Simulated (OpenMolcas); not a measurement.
Cr3+, Mo3+, W3+: d3 down the group

```json
{"Program": "OpenMolcas 26.06", "Method": "SS-CASPT2, IPEA 0.25 Eh, imaginary shift 0.1 Eh", "Basis": "ANO-R2", "Scalar Hamiltonian": "X2C, finite nucleus", "Spin-orbit coupling": "state interaction with AMFI integrals over the reference wave functions, term energies averaged over their components"}
```

Active space for each ion: 3 electrons in 10 orbitals (d d); closed shells correlated by CASPT2: Cr3+ 3s 3p; Mo3+ 4s 4p; W3+ 5s 5p.

Computed levels in cm-1 above 4F 3/2:

```
                               Level   Cr3+   Mo3+    W3+
                              4F 5/2    251    778   3890
                              4F 7/2    593   1760   7280
                              4F 9/2   1020   2870   9860
                              4P 1/2  14680  10490  18700
                              4P 3/2  14790  10440  19550
                              4P 5/2  15090  11830  18210
                              2G 7/2  15750  11780  15930
                              2G 9/2  16130  12560  25500
                              2P 1/2  20360  14000  11460
weight of 4F in the lowest level (%)    100     99     85
```

Mixed levels, with the weight of the term that names them: W3+ 4F 9/2 (69 %), W3+ 4P 1/2 (53 %), W3+ 4P 3/2 (52 %), W3+ 2G 9/2 (52 %), W3+ 2P 1/2 (53 %).

Measured, with the error of the calculation in %. Measured levels: Cr3+ from Sugar and Corliss, J. Phys. Chem. Ref. Data 6, 317 (1977); Mo3+ from Sugar and Musgrove, J. Phys. Chem. Ref. Data 17, 155 (1988); W3+ from the list in J. Phys. B 45, 035001 (2012).

| Level | Cr3+ | Mo3+ | W3+ |
| --- | --- | --- | --- |
| 4F 5/2 | 236 (+6.4) | 778 (0) | 3537 (+10.1) |
| 4F 7/2 | 556 (+6.8) | 1760 (0) | 6745 (+8.0) |
| 4F 9/2 | 946 (+7.9) | 2865 (+0.4) | 9256 (+6.6) |
| 4P 1/2 | 14059 (+4.4) | 10338 (+1.5) |  |
| 4P 3/2 | 14177 (+4.3) | 10331 (+1.1) |  |
| 4P 5/2 | 14471 (+4.3) | 11612 (+1.8) | 17190 (+5.9) |
| 2G 7/2 | 15052 (+4.7) | 11580 (+1.7) | 15261 (+4.4) |
| 2G 9/2 | 15402 (+4.7) | 12311 (+2.0) |  |
| 2P 1/2 | 19519 (+4.3) | 14348 (-2.4) |  |

The fine-structure level 4F 9/2 changes by a factor of 9.67 from Cr3+ to W3+.

Without spin-orbit coupling 4P lies 14350, 9690, 9570 cm-1 above 4F in that order; the difference to the level 4P 1/2, of either sign, comes from spin-orbit coupling, which also lowers the zero.

CASPT2 does not keep the components of a term degenerate, so their means are used; among the terms shown or strongly mixed into the levels shown the widest spread is 780 cm-1 (3d3 4F, Cr3+). Over all roots computed the reference weight is 0.90 to 0.96 in W3+; the roots of lowest weight are the least certain, and an intruder state may touch them. Active for correlation alone: 4d; no level in the range computed is led by a configuration that fills it, so any true level of that kind is missing (holds for Cr3+). Active for correlation alone: 5d; no level in the range computed is led by a configuration that fills it, so any true level of that kind is missing (holds for Mo3+). Active for correlation alone: 6d; no level in the range computed is led by a configuration that fills it, so any true level of that kind is missing (holds for W3+). The CASPT2 spread within a term exceeds the gap to the next term for 5d3 4P and 5d3 2G, so the order of their levels is uncertain (holds for W3+). Measured partners are found by configuration, term and J. A level has none where our copy of the source lacks it or the pairing is in doubt (some pairs that miss far off the trend of their configuration count as doubtful), and it then counts in no deviation. Only configurations of the active space appear.
